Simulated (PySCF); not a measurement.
Computed shifts of a molecule C4H9B, PBE/pcSseg-1 run with PySCF, GIAO, gas phase, atoms alike by connectivity averaged where their shifts nearly agree, in ppm (number of nuclei): ¹H: 7.58 (1), 7.13 (1), 6.98 (1), 6.88 (1), 2.59 (1), 1.94 (1), 1.55 (3). ¹³C: 153.4 (1), 151.6 (1), 32.5 (1), 14.6 (1). References: ¹¹B against BF3 (σ = 83.9 ppm); ¹H against TMS (σ = 31.49 ppm); ¹³C against TMS (σ = 182.0 ppm), references at their B3LYP-D3(BJ)/def2-TZVP geometries, non-relativistic. Geometry: PBE0-D3(BJ)/def2-SVP. One conformer was computed; it need not be the lowest.

Task: Which molecule gave these data?
A. C=CBCC
B. C=CB(C)C
C. C=CCBC

Result: A, C=CBCC
